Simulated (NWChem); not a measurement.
System: SiHSeCl$_{3}$; SMILES Cl[Si](Cl)(Cl)[SeH]

Input file for NWChem:

```
start job
memory heap 200 mb stack 900 mb global 1100 mb
geometry units angstroms noautosym nocenter noautoz
  Cl    -0.520844     0.945568    -1.776978
  Si     0.068311     0.427443     0.116192
  Cl     1.908035     1.275431     0.425942
  Cl    -1.263586     1.186231     1.470973
  Se     0.078721    -1.802346     0.438581
  H      1.075188    -2.004534    -0.627937
end
basis spherical
  Cl library pcsseg-1
  Si library pcsseg-1
  Se library pcsseg-1
  H library pcsseg-1
end
dft
  xc xpbe96 cpbe96
  iterations 150
end
property
  shielding 5 1 2 4 5 6
end
task dft property
```

Parts of the log:

```
             Northwest Computational Chemistry Package (NWChem) 7.3.0
             --------------------------------------------------------

                             Geometry "geometry" -> ""
                             -------------------------

 Output coordinates in angstroms (scale by  1.889725989 to convert to a.u.)

  No.       Tag          Charge          X              Y              Z
 ---- ---------------- ---------- -------------- -------------- --------------
    1 Cl                  17.0000    -0.52084400     0.94556800    -1.77697800
    2 Si                  14.0000     0.06831100     0.42744300     0.11619200
    3 Cl                  17.0000     1.90803500     1.27543100     0.42594200
    4 Cl                  17.0000    -1.26358600     1.18623100     1.47097300
    5 Se                  34.0000     0.07872100    -1.80234600     0.43858100
    6 H                    1.0000     1.07518800    -2.00453400    -0.62793700

 Effective nuclear repulsion energy (a.u.)     716.1475146492

  pbe96 is a nonlocal functional; adding pw91lda local functional.
                              NWChem Property Module
                              ----------------------

  itol2e modified to match energy
  convergence criterion.

                                 NWChem DFT Module
                                 -----------------

 Summary of "ao basis" -> "ao basis" (spherical)
 ------------------------------------------------------------------------------
       Tag                 Description            Shells   Functions and Types
 ---------------- ------------------------------  ------  ---------------------
 Cl                         pcsseg-1                10       24   4s5p1d
 Si                         pcsseg-1                10       24   4s5p1d
 Se                         pcsseg-1                15       41   5s7p3d
 H                          pcsseg-1                 3        5   2s1p

  itol2e modified to match energy
  convergence criterion.

            General Information
            -------------------
          SCF calculation type: DFT
          Wavefunction type:  closed shell.
          No. of atoms     :     6
          No. of electrons :   100
           Alpha electrons :    50
            Beta electrons :    50
          Charge           :     0
          Spin multiplicity:     1
          Use of symmetry is: off; symmetry adaption is: off
          Maximum number of iterations: 150
          AO basis - number of functions:   142
                     number of shells:    58
          Convergence on energy requested:  1.00D-07
          Convergence on density requested:  1.00D-05
          Convergence on gradient requested:  5.00D-04

              XC Information
              --------------
          PerdewBurkeErnzerhof Exchange Functional  1.000
            Perdew 1991 LDA Correlation Functional  1.000 local
           PerdewBurkeErnz. Correlation Functional  1.000 non-local

             Grid Information
             ----------------
          Grid used for XC integration:  fine
          Radial quadrature: Mura-Knowles
          Angular quadrature: Lebedev.
          Tag              B.-S. Rad. Rad. Pts. Rad. Cut. Ang. Pts.
          ---              ---------- --------- --------- ---------
          Cl                  1.00      123          12.0       770
          Si                  1.10      123          10.0       770
          Se                  1.15      140          10.0       974
          H                   0.35       60          11.0       590
          Grid pruning is: on
          Number of quadrature shells:   692
          Spatial weights used:  Erf1

      Superposition of Atomic Density Guess
      -------------------------------------

 Sum of atomic energies:       -4067.16483301

      Non-variational initial energy
      ------------------------------

 Total energy =   -4068.474733
 1-e energy   =   -7079.301887
 2-e energy   =    2294.679639
 HOMO         =      -0.304226
 LUMO         =       0.024093

   convergence    iter        energy       DeltaE   RMS-Dens  Diis-err
 ---------------- ----- ----------------- --------- --------- ---------
 d= 0,ls=0.0,diis     1  -4070.9206199252 -4.79D+03  1.41D-02  3.95D+00
 d= 0,ls=0.0,diis     2  -4070.7280442009  1.93D-01  1.50D-02  2.44D+00
 d= 0,ls=0.0,diis     3  -4070.8767295348 -1.49D-01  6.64D-03  1.22D+00
 d= 0,ls=0.0,diis     4  -4071.0527471024 -1.76D-01  1.23D-03  9.94D-03
 d= 0,ls=0.0,diis     5  -4071.0538262278 -1.08D-03  5.43D-04  3.71D-03
  Resetting Diis
 d= 0,ls=0.0,diis     6  -4071.0545235611 -6.97D-04  8.12D-05  2.45D-04
 d= 0,ls=0.0,diis     7  -4071.0545397994 -1.62D-05  5.70D-05  1.12D-05
 d= 0,ls=0.0,diis     8  -4071.0545374463  2.35D-06  3.36D-05  3.19D-05
 d= 0,ls=0.0,diis     9  -4071.0545412529 -3.81D-06  4.00D-06  2.41D-07
 d= 0,ls=0.0,diis    10  -4071.0545412738 -2.09D-08  1.57D-06  6.08D-08

         Total DFT energy =    -4071.054541273786
      One electron energy =    -7080.153884995701
           Coulomb energy =     2485.167018682414
    Exchange-Corr. energy =     -192.215189609695
 Nuclear repulsion energy =      716.147514649195

 Numeric. integr. density =       99.999999673837

[...]

          -----------------------------------------
          Chemical Shielding Tensors (GIAO, in ppm)
          -----------------------------------------

                                NWChem CPHF Module
                                ------------------

  scftype          =     RHF
  nclosed          =       50
  nopen            =        0
  variables        =     4600
  # of vectors     =        3
  tolerance        = 0.10D-03
  level shift      = 0.00D+00
  max iterations   =       50
  max subspace     =       30

 SCF residual:    3.8499614791588947E-005

Iterative solution of linear equations
  No. of variables     4600
  No. of equations        3
  Maximum subspace       30
        Iterations       50
       Convergence  1.0D-04

   iter   nsub   residual    time
   ----  ------  --------  ---------
     1      3    1.32D-05      54.9

      Atom:    1  Cl
        Diamagnetic
   1144.5070     -0.8998      3.3058
     -0.8998   1144.8817     -3.3111
      3.3058     -3.3111   1154.2577

        Paramagnetic
   -540.2998    -17.4356     98.7767
    -17.4356   -552.3395   -102.6578
     98.7767   -102.6578   -332.0143

        Total Shielding Tensor
    604.2072    -18.3353    102.0825
    -18.3353    592.5423   -105.9689
    102.0825   -105.9689    822.2435

           isotropic =     672.9976
          anisotropy =     338.8998

          Principal Components and Axis System
                 1           2           3
              898.9308    581.0507    539.0113

      1         0.3274      0.7955     -0.5098
      2        -0.3263      0.6015      0.7292
      3         0.8867     -0.0724      0.4565

      Atom:    2  Si
        Diamagnetic
    880.4771      0.3368     -0.6493
      0.3368    881.8139     -0.6533
     -0.6493     -0.6533    880.7458

        Paramagnetic
   -596.2400     -9.4766     27.2340
     -9.4766   -569.4112      9.9604
     27.2340      9.9604   -604.2666

        Total Shielding Tensor
    284.2372     -9.1398     26.5847
     -9.1398    312.4027      9.3071
     26.5847      9.3071    276.4792

           isotropic =     291.0397
          anisotropy =      36.2897

          Principal Components and Axis System
                 1           2           3
              315.2329    307.1434    250.7429

      1        -0.2102      0.7371     -0.6422
      2         0.9735      0.0976     -0.2066
      3         0.0896      0.6687      0.7381

      Atom:    3  Cl
        Diamagnetic
   1148.9053     -3.1932     -5.2626
     -3.1932   1146.4629      3.1066
     -5.2626      3.1066   1149.0354

        Paramagnetic
   -380.8256    -74.6831   -106.6548
    -74.6831   -490.1104     82.6501
   -106.6548     82.6501   -382.4248

        Total Shielding Tensor
    768.0796    -77.8763   -111.9174
    -77.8763    656.3525     85.7567
   -111.9174     85.7567    766.6106

           isotropic =     730.3476
          anisotropy =     297.1851

          Principal Components and Axis System
                 1           2           3
              928.4710    656.0195    606.5522

      1         0.6468      0.7368      0.1968
      2        -0.3914      0.0992      0.9149
      3        -0.6546      0.6687     -0.3526

      Atom:    4  Se
        Diamagnetic
   2996.5401     -1.0823     -3.3616
     -1.0823   3007.1960     -0.8835
     -3.3616     -0.8835   2997.1719

        Paramagnetic
  -1325.7389   -181.3099    128.9127
   -181.3099   -954.8951    158.0313
    128.9127    158.0313  -1398.8886

        Total Shielding Tensor
   1670.8013   -182.3922    125.5511
   -182.3922   2052.3009    157.1478
    125.5511    157.1478   1598.2833

           isotropic =    1773.7951
          anisotropy =     557.5001

          Principal Components and Axis System
                 1           2           3
             2145.4619   1760.0434   1415.8802

      1        -0.3057      0.7366      0.6033
      2         0.9314      0.1000      0.3499
      3         0.1974      0.6689     -0.7167

      Atom:    5  H
        Diamagnetic
     29.4092     -4.8890    -14.0067
     -4.8890     24.5470      4.1058
    -14.0067      4.1058     30.8192

        Paramagnetic
      0.1883      0.5833      4.3174
      0.5833      3.6787     -0.5658
      4.3174     -0.5658     -0.4759

        Total Shielding Tensor
     29.5975     -4.3057     -9.6894
     -4.3057     28.2257      3.5400
     -9.6894      3.5400     30.3433

           isotropic =      29.3888
          anisotropy =      18.7818

          Principal Components and Axis System
                 1           2           3
               41.9100     26.0478     20.2087

      1        -0.6507      0.1852      0.7364
      2         0.3755      0.9214      0.1000
      3         0.6600     -0.3416      0.6691
```

Level: PBE/pcSseg-1, GIAO. Coordinates come from a PBE0/def2-SVP optimisation. The output numbers the shielded atoms by their place in the input's list. The printed shielding anisotropy is the first printed principal value minus the mean of the other two.
